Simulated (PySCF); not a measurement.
C4H8O, charge +1, multiplicity 2. Atoms are numbered in the order given.

```xyz
13

C     -0.7387     0.2014     0.9987
C      0.7387    -0.2014     0.9987
C      1.1526     0.1090    -0.4245
O      0.0000     0.0000    -1.2178
C     -1.1526    -0.1090    -0.4245
H     -1.3402    -0.3467     1.7353
H     -0.8681     1.2784     1.1940
H      1.3402     0.3467     1.7353
H      0.8681    -1.2784     1.1940
H      1.9433    -0.4874    -0.9192
H      1.4787     1.1709    -0.5848
H     -1.4787    -1.1709    -0.5848
H     -1.9433     0.4874    -0.9192
```
Charge +1, spin multiplicity 2.

Coordinates come from a PBE0-D3(BJ)/def2-SVP optimisation. The multiplicity is an assumed one; no other spin state was optimised. One conformer was computed; it need not be the lowest.

These are PBE/def2-TZVP (PySCF) values and carry that method's errors.

ESP charges are fitted to the potential on shells at 1.4 to 2.0 van der Waals radii. Atomic charges (e):

```json
[
 {"atom": "C1", "Löwdin": "-0.23", "Mulliken": "-0.22", "meta-Löwdin": "[?]", "ESP fit": "-0.08", "Mulliken spin": "0.01"},
 {"atom": "C2", "Löwdin": "-0.23", "Mulliken": "-0.22", "meta-Löwdin": "[?]", "ESP fit": "-0.08", "Mulliken spin": "0.01"},
 {"atom": "C3", "Löwdin": "-0.23", "Mulliken": "-0.10", "meta-Löwdin": "0.00", "ESP fit": "-0.01", "Mulliken spin": "0.03"},
 {"atom": "O4", "Löwdin": "0.45", "Mulliken": "0.04", "meta-Löwdin": "[?]", "ESP fit": "-0.04", "Mulliken spin": "0.56"},
 {"atom": "C5", "Löwdin": "-0.23", "Mulliken": "-0.10", "meta-Löwdin": "0.00", "ESP fit": "-0.01", "Mulliken spin": "0.03"},
 {"atom": "H6", "Löwdin": "0.17", "Mulliken": "0.18", "meta-Löwdin": "0.17", "ESP fit": "0.10", "Mulliken spin": "0.00"},
 {"atom": "H7", "Löwdin": "0.17", "Mulliken": "0.17", "meta-Löwdin": "0.15", "ESP fit": "0.12", "Mulliken spin": "0.01"},
 {"atom": "H8", "Löwdin": "0.17", "Mulliken": "0.18", "meta-Löwdin": "0.17", "ESP fit": "0.10", "Mulliken spin": "0.00"},
 {"atom": "H9", "Löwdin": "0.17", "Mulliken": "0.17", "meta-Löwdin": "0.15", "ESP fit": "0.12", "Mulliken spin": "0.01"},
 {"atom": "H10", "Löwdin": "0.18", "Mulliken": "0.22", "meta-Löwdin": "[?]", "ESP fit": "0.18", "Mulliken spin": "0.05"},
 {"atom": "H11", "Löwdin": "0.21", "Mulliken": "0.23", "meta-Löwdin": "[?]", "ESP fit": "0.21", "Mulliken spin": "0.11"},
 {"atom": "H12", "Löwdin": "0.21", "Mulliken": "0.23", "meta-Löwdin": "[?]", "ESP fit": "0.21", "Mulliken spin": "0.11"},
 {"atom": "H13", "Löwdin": "0.18", "Mulliken": "0.22", "meta-Löwdin": "[?]", "ESP fit": "0.18", "Mulliken spin": "0.05"}
]
```

Question: What belongs in the gaps? (Estimate from the structure and the level; the computed values follow.)

Answer: 
- C1, meta-Löwdin: -0.22
- C2, meta-Löwdin: -0.22
- O4, meta-Löwdin: -0.03
- H10, meta-Löwdin: 0.20
- H11, meta-Löwdin: 0.21
- H12, meta-Löwdin: 0.21
- H13, meta-Löwdin: 0.20

Computed Mayer and Wiberg (Löwdin basis) orders of the bonds:
| bond | Mayer | Wiberg |
|---|---|---|
| C1–C2 | 0.97 | 1.18 |
| C2–C3 | 1.02 | 1.24 |
| C3–O4 | 1.03 | 1.47 |
| C1–C5 | 1.02 | 1.24 |
| O4–C5 | 1.03 | 1.47 |
| C1–H6 | 0.93 | 0.83 |
| C1–H7 | 0.93 | 0.82 |
| C2–H8 | 0.93 | 0.83 |
| C2–H9 | 0.93 | 0.82 |
| C3–H10 | 0.88 | 0.83 |
| C3–H11 | 0.84 | 0.77 |
| C5–H12 | 0.84 | 0.77 |
| C5–H13 | 0.88 | 0.83 |
